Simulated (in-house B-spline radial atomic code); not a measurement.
Successive ionisation energies of vanadium; each step leads to the configuration of the next row (after the last: [He] 2s2 2p1/2(2)). Dirac energy differences include first-order Breit, QED and recoil terms. NIST's values go from ground level to ground level; the uncertainty of those that are theory runs from under 0.1 % in few-electron ions to several per cent in heavy many-electron ones. Computed with a radial B-spline atomic code at the basis-set limit: Dirac-Hartree-Fock, jj configuration that fills j = l - 1/2 first, finite nuclei.

Some pairs differ by more than the removed electron.

A number in brackets counts the electrons of a j subshell.

| ion | configuration | ionisation energy (eV) | tabulated value (eV) | tabulated kind | computed minus tabulated (eV) | highest orbital | largest mean radius (bohr) |
| --- | --- | --- | --- | --- | --- | --- | --- |
| V | [Ar] 3d3/2(3) 4s2 | 6.5 | 6.746187 | measured | -0.2 | 4s1/2 | 3.583 |
| V+ | [Ar] 3d3/2(4) | 12.9 | 14.634 | measured | -1.8 | 3d3/2 | 1.488 |
| V2+ | [Ar] 3d3/2(3) | 27.4 | 29.3111 | measured | -1.9 | 3d3/2 | 1.2919 |
| V3+ | [Ar] 3d3/2(2) | 44.7 | 46.709 | measured | -2.0 | 3d3/2 | 1.1654 |
| V4+ | [Ar] 3d3/2(1) | 64.2 | 65.28165 | measured | -1.0 | 3d3/2 | 1.0736 |
| V5+ | [Ne] 3s2 3p6 | 127.0 | 128.125 | measured | -1.2 | 3p3/2 | 0.94905 |
| V6+ | [Ne] 3s2 3p1/2(2) 3p3/2(3) | 150.5 | 150.72 | semi-empirical | -0.3 | 3p3/2 | 0.9224 |
| V7+ | [Ne] 3s2 3p1/2(2) 3p3/2(2) | 175.0 | 173.55 | semi-empirical | 1.4 | 3p3/2 | 0.89817 |
| V8+ | [Ne] 3s2 3p1/2(2) 3p3/2(1) | 200.5 | 206 | semi-empirical | -5.5 | 3p1/2 | 0.8756 |
| V9+ | [Ne] 3s2 3p1/2(2) | 226.2 | 230.5 | semi-empirical | -4.3 | 3p1/2 | 0.85199 |
| V10+ | [Ne] 3s2 3p1/2(1) | 254.8 | 254.8 | semi-empirical | 0.0 | 3p1/2 | 0.83086 |
| V11+ | [Ne] 3s2 | 305.5 | 308.5 | semi-empirical | -3.0 | 3s1/2 | 0.81504 |
| V12+ | [Ne] 3s1 | 335.7 | 336.274 | semi-empirical | -0.6 | 3s1/2 | 0.8 |
| V13+ | [He] 2s2 2p6 | 894.4 | 896 | measured | -1.6 | 2p3/2 | 0.30184 |
| V14+ | [He] 2s2 2p1/2(2) 2p3/2(3) | 979.6 | 977.2 | semi-empirical | 2.4 | 2p3/2 | 0.29743 |
| V15+ | [He] 2s2 2p1/2(2) 2p3/2(2) | 1067.8 | 1062.9 | semi-empirical | 4.9 | 2p3/2 | 0.29312 |
| V16+ | [He] 2s2 2p1/2(2) 2p3/2(1) | 1158.9 | 1165.2 | semi-empirical | -6.3 | 2p3/2 | 0.28892 |

**Question.** Where is the largest jump?

**Answer.** From V12+ to V13+, by a factor of 2.66 (335.65 to 894.38 eV); the highest orbital goes from 3s1/2 to 2p3/2.

**Question.** How far is this level of theory from the measured and semi-empirical values?

**Answer.** Over those 17 rows the differences run from -6.32 to +4.88 eV (mean absolute value 2.3 eV). The calculation leaves out correlation and, in open shells, the multiplet splittings that an average leaves out.
